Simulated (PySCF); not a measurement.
## Frontier orbitals and the lowest excitations

C₇H₆ClN.
Z-matrix (Å and degrees, GFN2-xTB geometry), rows numbered from 1:
```
C 
N   1  1.2540
C   2  1.3819  1  123.80
C   3  1.3959  2  118.57  1   135.93
C   4  1.3799  3  120.04  2   176.86
C   5  1.3862  4  120.76  3    -1.46
C   6  1.3853  5  118.93  4     0.42
Cl  7  1.7314  6  119.51  5  -179.68
C   7  1.3826  6  121.33  5     0.79
H   1  1.0805  2  118.15  3   176.95
H   1  1.0935  2  124.68  3    -4.39
H   4  1.0784  3  118.87  2    -4.27
H   5  1.0794  4  119.78  3   179.23
H   6  1.0781  5  120.84  4  -179.21
H   9  1.0795  3  120.06  2     2.63
```

The calculation used TDDFT PBE0/def2-SVPD, vertical, gas phase, core orbitals frozen in the response (PySCF 2.14.0, density-fitted response routines).

Frontier orbitals with the atoms that hold most of them (Löwdin shares over 4%, at most four atoms; ? is withheld):

```json
{"orbital": "LUMO+2", "ε (eV)": "0.15", "atoms": "N2 17%, C3 14%, C6 13%, C1 11%"}
{"orbital": "LUMO+1", "ε (eV)": "-0.62", "atoms": "C5 19%, C7 18%, C9 18%, C4 17%"}
{"orbital": "LUMO", "ε (eV)": "?", "atoms": "?"}
{"orbital": "HOMO", "ε (eV)": "-6.83", "atoms": "N2 22%, C6 16%, C4 14%, C3 12%"}
{"orbital": "HOMO-1", "ε (eV)": "-7.45", "atoms": "?"}
{"orbital": "HOMO-2", "ε (eV)": "-8.33", "atoms": "N2 33%, C1 14%, C3 11%, C6 8%"}
{"orbital": "HOMO-3", "ε (eV)": "-9.07", "atoms": "Cl8 77%, C7 9%, C6 4%"}
```

Give the leading atoms of the LUMO.

C1 (bonded to N and 2 H) 28%; N2 (bonded to 2 C) 23%; C6 (bonded to 2 C and H) 8%; C3 (bonded to 2 C and N) 8%. By element: carbon 45% or more, nitrogen 23%.

Which atoms hold the HOMO-1, and with what shares?

C9 (bonded to 2 C and H) 24%; Cl8 (bonded to C) 17%; C5 (bonded to 2 C and H) 14%; C7 (bonded to 2 C and Cl) 14%. By element: carbon 52% or more, chlorine 17%.

What is the LUMO energy, and the HOMO–LUMO gap?

ε(LUMO) = -1.45 eV; the gap is 5.38 eV (0.1978 hartree).

How does S1 compare with the orbital gap of 5.38 eV?

S1 is at 4.14 eV (f = 0.070), 1.24 eV below the gap, made of HOMO→LUMO (80%), HOMO-2→LUMO (11%). 

Next come S2 at 4.79 eV (f 0.0006), HOMO-1→LUMO (61%), HOMO→LUMO+1 (32%); S3 at 5.42 eV (f 0.096), HOMO→LUMO+1 (47%), HOMO-1→LUMO (20%), HOMO-2→LUMO (17%); S4 at 5.71 eV (f 0.111), HOMO-2→LUMO (64%), HOMO-1→LUMO (11%), HOMO→LUMO+1 (8%); S5 at 5.91 eV (f 0.012), HOMO→LUMO+2 (68%), HOMO-1→LUMO+1 (25%).

Löwdin shares depend on the basis, the more so with diffuse functions.

The run took 35 s wall on one thread, x86-64 server, shared host.

One conformer stands for the species.
